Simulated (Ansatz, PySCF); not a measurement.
Gas-phase reaction in SMILES: [F][Ge]([F])[F] -> [F][Ge-]([F])[F] (an electron is taken up)
Structures are relaxed separately at B3LYP-D3(BJ)/def2-TZVP in Ansatz (a program for electronic structure).

Property: adiabatic electron affinity (0 K, with B3LYP-D3(BJ) harmonic zero-point energies from PySCF), positive where the reaction releases energy, in eV. Correlated levels leave the core frozen unless marked. UHF or UKS for open shells. No spin-orbit coupling. The frozen core is the preceding noble-gas configuration, with the filled d and f shells of earlier blocks. Non-relativistic. Anions need diffuse functions: aug- sets have them; def2-D sets add few; the other sets have none. CBS(X,Y): correlation extrapolated as X^-3; Hartree-Fock from the larger set. The bracket is a focal-point correction in the basis named.

```
level                                                                 program  adiabatic electron affinity (eV)
-------------------------------------------------------------  --------------  --------------------------------
BLYP-D3(BJ)/def2-TZVPD                                         Ansatz + dftd3                              3.72
revPBE-D4/def2-TZVPD                                           Ansatz + dftd4                               ___
wB97X-V/def2-TZVPD                                                     Ansatz                               ___
RPA@PBE/cc-pVTZ                                                        Ansatz                               ___
SCS-MP2/cc-pVDZ                                                        Ansatz                              2.81
RI-MP2/CBS(aug-cc-pVTZ,aug-cc-pVQZ)+[CCSD(T)-MP2]/aug-cc-pVDZ          Ansatz                              3.56
```

Problem. What belongs in the gaps?

Solution. 
- revPBE-D4/def2-TZVPD, adiabatic electron affinity (eV): 3.59
- wB97X-V/def2-TZVPD, adiabatic electron affinity (eV): 3.64
- RPA@PBE/cc-pVTZ, adiabatic electron affinity (eV): 3.34
